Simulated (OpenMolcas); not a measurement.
## Computed transition rates of S

```json
{
 "Program": "OpenMolcas",
 "Method": "SS-CASPT2, IPEA 0.25 Eh, imaginary shift 0.1 Eh (closed shells correlated: 2s 2p 3s)",
 "Basis": "ANO-R3 [6s5p4d3f1g]",
 "Scalar Hamiltonian": "X2C, finite nucleus",
 "Active space": "4 electrons in 3 orbitals (3p)",
 "State averaging": "2S+1 = 3 even, 3 roots; 2S+1 = 1 even, 6 roots",
 "Spin-orbit coupling": "RASSI with atomic mean-field integrals over the reference wave functions, term energies averaged over their components"
}
```

Rates come from the transition moments of the reference wave functions (E1 and E2 in the length form). At fixed line strength A goes as λ^-3 for E1 and M1 and as λ^-5 for E2, so a rate at the computed wavelength can be rescaled to the measured one. Measured vacuum wavelengths follow from level energies in NIST Handbook of Basic Atomic Spectroscopic Data. Branching counts decays inside the model space alone, at computed energies, and the table is only a selection of the E2 and M1 lines, drawn from those between levels with measured partners whose computed energy lies within a factor of 1.5 of the measured one.

| Upper | Lower | Type | λ computed (nm) | λ measured (nm) | A computed (s-1) | A rescaled (s-1) | Branching % |
| --- | --- | --- | --- | --- | --- | --- | --- |
| 3s² 3p⁴ ³P₀ | 3s² 3p⁴ ³P₁ | M1 | 58800 | 56310 | 2.66e-04 | 3.03e-04 | 100.0 |
| 3s² 3p⁴ ³P₁ | 3s² 3p⁴ ³P₂ | M1 | 26980 | 25250 | 1.15e-03 | 1.40e-03 | 100.0 |
| 3s² 3p⁴ ¹D₂ | 3s² 3p⁴ ³P₁ | M1 | 1129 | 1131 | 7.29e-03 |  | 22.6 |
| 3s² 3p⁴ ¹D₂ | 3s² 3p⁴ ³P₂ | M1 | 1084 | 1082 | 2.47e-02 |  | 76.7 |
| 3s² 3p⁴ ¹D₂ | 3s² 3p⁴ ³P₂ | E2 | 1084 | 1082 | 1.93e-04 |  | 0.6 |
| 3s² 3p⁴ ¹S₀ | 3s² 3p⁴ ¹D₂ | E2 | 723.6 | 772.7 | 2.42e+00 | 1.74e+00 | 87.8 |
| 3s² 3p⁴ ¹S₀ | 3s² 3p⁴ ³P₁ | M1 | 441 | 459.1 | 3.29e-01 |  | 11.9 |

Spin-changing lines and M1 lines between different terms are not rescaled, since their strength hangs on the term gaps too.

The largest correction is for 3s² 3p⁴ ¹S₀ → 3s² 3p⁴ ¹D₂ (E2): 2.42e+00 × (723.6 / 772.7)^5 = 1.74e+00 s-1, a factor of 0.72.

The computed rate and branching of 3s² 3p⁴ ³P₁ → 3s² 3p⁴ ³P₂ give the upper level a radiative lifetime of 1.000 / 1.15e-03 s-1 = 8.70e+02 s, counting decays inside the model space alone. The rescaled rate gives about 7.1e+02 s.

No measured rate stands beside these. Rescaling mends the energy factor alone: line strengths can still be far off where a level mixes with configurations outside the active space, and weak or spin-changing lines hang on small mixing coefficients that depend on the term gaps too, so rescaling need not improve them.

Term energies are means over components that CASPT2 splits; among the terms shown or strongly mixed into the levels shown the widest spread is 200 cm-1 (3s² 3p⁴ ¹D). With the s shell closed, the reference lacks s² → p² mixing. Computed and measured levels are paired by configuration, term and J; levels that our copy of the source lacks, or whose pairing is in doubt (as where it misses far off the trend of its configuration), stay unpaired. Levels of configurations outside the active space are missing.
